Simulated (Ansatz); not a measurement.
Ansatz results at the PBE0-D4/def2-TZVP geometry: LUMO energy (ωB97M-V/def2-TZVPP) 0.39 eV; HOMO–LUMO gap (PBE/def2-TZVPP) 4.28 eV; HOMO–LUMO gap (ωB97M-V/def2-TZVPP) 11.05 eV.

Each molecule was computed in one conformer, which needn't be the lowest.

(1) Which molecule gave them?
A. `F/C=N\CF`
B. `CB(C)CS`
C. `C#CC(=N)Cl`
D. `F[SiH]1[CH2][AlH][S]1`

Results:

(1) C. The others give `F[SiH]1[CH2][AlH][S]1`: 0.24, 4.55, 10.21; `F/C=N\CF`: 2.00, 5.84, 13.14; `CB(C)CS`: 1.72, 4.94, 11.00.
